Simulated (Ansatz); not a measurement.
A run for Ansatz (a first-principles code): U-SVWN5/def2-TZVPP on MgO+, 2S+1 = 2, a spin state set in the input, which need not be the lowest, a point of a bond scan (R = 1.828 Å). Charge +1.

Ansatz 0.2 input:
```yaml
crystal:
  periodic: [false, false, false]
  atoms:
    - {symbol: O, position_ang: [0.00000000, 0.00000000, 0.00000000]}
    - {symbol: Mg, position_ang: [0.00000000, 0.00000000, 1.82773500]}
basis:
  gaussian:
    orbitals: def2-TZVPP
    pivot_positions_ang: [[0.00000000, 0.00000000, 0.00000000], [0.00000000, 0.00000000, 1.82773500]]
hamiltonian:
  xc: {name: SVWN5}
total_charge: 1
magnetization: {spin_polarized: true, initial_magnetization: 1}
output: {forces: true, orbitals: {seedname: ./end}}
```

The head of its log:

```
WARN ansatz: RAYON_NUM_THREADS=2 ignored (pool sized by the plan → 2); use --threads N
Functional definition: SVWN5
integrals: 0.01 GiB planned
439 factors; their error is unknown
mean field: 0.14 GiB planned
mean field evaluation 1: about -7422.6627 eV, gradient 7.3e1 eV
mean field evaluation 2: about -7241.5472 eV, gradient 1.3e2 eV
```

**Question.** Predict the final total energy.

**Answer.** -273.4718 hartree.
